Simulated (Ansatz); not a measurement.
Diatomic SiNi, closed-shell singlet (the spin of the measured ground state). No spin–orbit coupling. Ni is treated without relativity. The T1 diagnostic near the minimum is 0.067, so single-reference values are doubtful.

D_e counts from the fitted minimum to each atom's lowest state at the same level, without counterpoise. The singlet is restricted.

Correlated levels freeze the inner cores; with def2 sets outer-core shells near the valence are correlated too.

Run with Ansatz (a quantum-chemistry and plane-wave program). 

Problem. One of these levels gives 65.36 kcal/mol for the bond energy D_e. Which one is it?
A) SVWN5/def2-TZVPP
B) CCSD/def2-TZVPP
C) PBE/def2-TZVPP
D) B97M-V/def2-TZVPP

Solution. D, B97M-V/def2-TZVPP. The others give 107.49 (SVWN5/def2-TZVPP), 84.70 (PBE/def2-TZVPP), 35.27 (CCSD/def2-TZVPP)

Doubts at one or more of the structures used: T1 above 0.05 (CCSD/def2-TZVPP); a restricted determinant that unrestricted orbitals would lower (CCSD/def2-TZVPP).
